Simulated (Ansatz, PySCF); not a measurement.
Pair of molecules: H2O (SMILES O) (first 3 atoms) with SiH4 (SMILES [SiH4]); geometry from B3LYP-D3(BJ)/def2-TZVP, rigid monomers moved along the line of their centres of mass till O1···Si4 is 2.82 Å.
(charge 0, multiplicity 1):
| atom | x (Å) | y (Å) | z (Å) |
|---|---|---|---|
| O | 0.4646 | 0.3123 | 0.3475 |
| H | 0.0730 | -0.4695 | -0.0562 |
| H | -0.1175 | 1.0418 | 0.1095 |
| Si | -0.1405 | -0.0653 | 3.0754 |
| H | -0.5290 | -1.2801 | 2.3248 |
| H | -0.5027 | -0.2701 | 4.5007 |
| H | -0.8955 | 1.1051 | 2.5748 |
| H | 1.3140 | 0.1683 | 2.9815 |

Counterpoise-corrected where a basis set is named; no monomer relaxation.

Frozen-core correlation. CBS: X⁻³ extrapolation of the correlation energy, Hartree–Fock from the larger set.

Codes used: Ansatz (a quantum-chemistry and plane-wave program) with Gaussian orbitals; PySCF for the dispersion terms. Values without a source in brackets are computed.

PBE/def2-TZVPPD gives -0.02 kcal/mol for the interaction energy.

### Question
How do the other levels lie against it? Give each less PBE: PBE-D3(BJ)/def2-TZVPPD, r2SCAN/def2-TZVPPD, B3LYP/def2-TZVPPD, wB97M-V/def2-TZVPPD, MP2/CBS(aug-cc-pV(D+d)Z, aug-cc-pV(T+d)Z), CCSD(T)/CBS(aug-cc-pV(D+d)Z, aug-cc-pV(T+d)Z).

### Answer
PBE-D3(BJ)/def2-TZVPPD -0.94; r2SCAN/def2-TZVPPD -0.80; B3LYP/def2-TZVPPD 1.00; wB97M-V/def2-TZVPPD -1.09; MP2/CBS(aug-cc-pV(D+d)Z, aug-cc-pV(T+d)Z) -0.67; CCSD(T)/CBS(aug-cc-pV(D+d)Z, aug-cc-pV(T+d)Z) -0.76 kcal/mol. 1 of 6 lie above PBE; the widest gap is to wB97M-V/def2-TZVPPD.
